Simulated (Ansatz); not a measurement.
`O[SiH2]C[SiH2]` radical. The species carries charge 0 and has multiplicity 2.

Z-matrix (Å, degrees):
```
Si
C 1 1.866
O 1 1.650 2 113.1
H 1 1.490 2 108.1 3 -122.9
H 1 1.483 2 110.0 3 117.1
Si 2 1.877 1 112.8 3 -168.9
H 2 1.097 1 109.3 3 -47.8
H 2 1.095 1 109.6 3 70.2
H 3 0.958 1 117.9 2 -69.9
H 6 1.490 2 112.5 1 -163.4
H 6 1.489 2 111.3 1 72.5
```

**Question.** What are the harmonic wavenumbers in cm⁻¹ at PBE0-D4/def2-TZVP (Ansatz, finite differences of forces, unscaled)? (Estimate.)

**Answer.** The calculation gave: 62, 90, 130, 178, 262, 467, 555, 569, 694, 714, 762, 821, 842, 891, 904, 926, 957, 996, 1046, 1379, 2191, 2203, 2218, 2246, 3042, 3107, 3930.

**Question.** Is this a minimum?

**Answer.** Yes, all 27 modes are real.

**Question.** Give the ideal-gas thermochemistry at 298.15 K and 1 bar (rigid rotor, harmonic oscillator; point group C1, symmetry number 1).

**Answer.** Zero-point energy 192.5 kJ/mol; H(298) − E = 214.6 kJ/mol; entropy 359.1 J/(mol·K), of which translation 165.1, rotation 109.9, vibration 78.3, electronic 5.8; G(298) − E = 107.5 kJ/mol. Modes under 100 cm⁻¹ are hindered rotations or soft bends, so the harmonic entropy is rough.

**Question.** And at 400, 500, 600, 800 and 1000 K?

**Answer.** 
```csv
T (K),H − E (kJ/mol),S (J/mol/K),G − E (kJ/mol)
400,227.5,396.1,69.0
500,242.2,428.9,27.8
600,258.5,458.5,-16.6
800,294.6,510.3,-113.6
1000,334.2,554.4,-220.2
```
